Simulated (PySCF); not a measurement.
# Germanium: a sound run and one with changed settings

Sound run: Ge²⁺ [Ar] 3d10 4s2, Ge³⁺ [Ar] 3d10 4s1. Computed with PySCF 2.14 in 6-31G*, with no relativity, point nucleus. In the sound run the correlated levels freeze [Ar] 3d10. The sound run starts from symmetry-adapted Hartree-Fock orbitals and uses a fine grid where one is needed.

Changed run: scalar relativity by spin-free X2C-1e. This setting is unsound on purpose.

| species | method | sound run (hartree) | changed run (hartree) | converged |
| --- | --- | --- | --- | --- |
| Ge²⁺ | UHF | -2074.19904 | -2091.33161 | yes |
| Ge²⁺ | M06-L | -2075.71335 | -2092.84630 | yes |
| Ge²⁺ | PBE0 | -2075.49728 | -2092.62886 | yes |
| Ge²⁺ | MP2 | -2074.22429 | -2091.35668 | yes |
| Ge²⁺ | CCSD(T) | -2074.23617 | -2091.36823 | yes |
| Ge³⁺ | UHF | -2073.02723 | -2090.14617 | yes |
| Ge³⁺ | M06-L | -2074.47224 | -2091.59098 | yes |
| Ge³⁺ | PBE0 | -2074.25910 | -2091.37616 | yes |

Ionisation energy of Ge²⁺:

```
 method  sound run (eV)  changed run (eV)
    UHF          31.887            32.257
  M06-L          33.772            34.159
   PBE0          33.693            34.088
    MP2          32.574            32.940
SCS-MP2          32.711            33.076
   CCSD          32.897            33.254
CCSD(T)          32.897            33.254
  CCSDT          32.897            33.254
    FCI          32.897            33.254
```

Most of the change in total energy is the relativistic energy itself. On top of that the contraction fixes the core shape for the Hamiltonian it was made with, so the changed run is not a good calculation with the other Hamiltonian either.

For comparison, NIST gives 34.058 eV between the lowest levels.
